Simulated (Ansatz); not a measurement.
Two members of one family (GaAs nanocrystals, H-capped), computed with Ansatz in the gas phase. Binding counts from free atoms in the multiplicity of their measured ground term, without zero-point energy. Sets without diffuse functions give affinities that are too small. A dash marks a value that wasn't run or was left out as unsound. The structures are stationary points that may keep the symmetry of their start. Remarks come from the PBE and PBE0 runs and from stability tests at other levels; not every state was tested. A HOMO above zero means that the electron is unbound at that level and held by the basis, or that self-interaction error raises the level; the energy of removing that electron tells which. HOMO above LUMO (over both spins in singlets and doublets, within one spin in higher multiplets; at PBE or PBE0), or a gap under 0.15 eV within one spin, warns that the state may not be the lowest or that an electron is smeared out.

First: Ga6As6H18, cut from wurtzite (singlet, charge 0, PBE-D4/def2-SVP geometry).

Cartesian coordinates in Å:
```
As -1.521 0.167 -2.478
Ga -1.426 2.169 -0.959
Ga -2.937 -1.015 1.101
As -1.838 1.242 1.267
As 1.065 2.509 -1.025
Ga 0.095 1.734 2.802
Ga -0.345 -1.980 -1.903
As -0.905 -2.347 0.450
As 1.995 -1.062 -1.835
Ga 2.657 0.740 -0.212
Ga 1.183 -2.457 1.850
As 1.693 0.006 1.914
H -2.990 -0.166 -2.698
H -1.188 0.580 -3.910
H -2.198 3.400 -1.569
H -3.897 -0.976 -0.163
H -3.388 -1.462 2.545
H -2.950 2.191 1.715
H 1.490 2.996 -2.408
H 1.370 3.785 -0.256
H 0.670 3.156 2.392
H -0.313 1.334 4.272
H -0.515 -3.060 -3.038
H -1.393 -3.793 0.354
H 2.452 -0.690 -3.245
H 2.938 -2.236 -1.619
H 4.159 1.175 -0.404
H 0.790 -2.927 3.304
H 2.308 -3.143 0.964
H 2.939 0.129 2.792
```

```tsv
level	HOMO (eV)	LUMO (eV)	gap (eV)	vertical EA (eV)	binding per atom (eV)
PBE-D4/def2-SVP	-6.07	-2.14	3.93	–	2.56
PBE-D4/def2-TZVP	-6.12	-2.24	3.88	0.67	2.56
r2SCAN-D4/def2-TZVP	-6.37	-2.09	4.28	–	2.58
PBE0-D4/def2-SVP	-7.09	-1.42	5.67	–	2.55
PBE0-D4/def2-TZVP	-7.11	-1.51	5.60	0.48	2.55
```

Remarks: HOMO above zero (-1 doublet).

Second: Ga7As7H20, cut from zinc blende (singlet, charge 0, PBE-D4/def2-SVP geometry).

```xyz
34

Ga   -0.3781    3.8984   -0.2125
Ga   -0.9144   -3.3343   -1.9908
Ga   -2.3934    0.3091    0.0319
Ga    1.2104    0.5435   -2.0200
Ga    3.0801    2.0149    1.3531
Ga    0.9966   -1.5380    1.5680
Ga   -0.5956    1.7699    3.4478
As    0.5170   -1.6489   -3.1182
As   -0.8696    1.6532   -1.3418
As    0.8096    2.9578    1.7666
As   -2.7697   -1.8636   -1.2474
As    0.3176   -3.5457    0.1529
As   -1.0713   -0.2936    2.0083
As    2.2954   -0.0713    0.0926
H    -1.8043    4.4525    0.1854
H     0.6266    4.6190   -1.1958
H    -1.2744   -4.6472   -2.7748
H    -3.8335    0.8937    0.2846
H     2.0982    1.2802   -3.0933
H     3.8617    2.8562    0.2671
H     3.7167    1.4479    2.6847
H     1.7459   -2.1442    2.8138
H    -2.0060    2.4648    3.6109
H     0.2822    1.2174    4.6407
H    -0.1248   -1.4023   -4.4815
H     1.7352   -2.4146   -3.6295
H    -1.6289    1.8856   -2.6482
H     1.1607    4.2365    2.5310
H    -3.6411   -1.6345   -2.4805
H    -3.7468   -2.7728   -0.5049
H    -0.4667   -4.5599    0.9826
H     1.5157   -4.4450   -0.1416
H    -1.9553   -1.2736    2.7815
H     3.5040   -0.9112   -0.3224
```

Q: Estimate the same table for the second.

A: 
```json
{"level": "PBE-D4/def2-SVP", "HOMO (eV)": "-5.78", "LUMO (eV)": "-2.15", "gap (eV)": "3.63", "vertical EA (eV)": "–", "binding per atom (eV)": "2.58"}
{"level": "PBE-D4/def2-TZVP", "HOMO (eV)": "-5.85", "LUMO (eV)": "-2.22", "gap (eV)": "3.62", "vertical EA (eV)": "0.73", "binding per atom (eV)": "2.57"}
{"level": "r2SCAN-D4/def2-TZVP", "HOMO (eV)": "-6.08", "LUMO (eV)": "-2.08", "gap (eV)": "4.00", "vertical EA (eV)": "–", "binding per atom (eV)": "2.59"}
{"level": "PBE0-D4/def2-SVP", "HOMO (eV)": "-6.79", "LUMO (eV)": "-1.45", "gap (eV)": "5.35", "vertical EA (eV)": "–", "binding per atom (eV)": "2.57"}
{"level": "PBE0-D4/def2-TZVP", "HOMO (eV)": "-6.83", "LUMO (eV)": "-1.51", "gap (eV)": "5.32", "vertical EA (eV)": "0.51", "binding per atom (eV)": "2.56"}
```

Remarks: HOMO above zero (-1 doublet), gap within one spin near zero at PBE or PBE0 (-1 doublet).
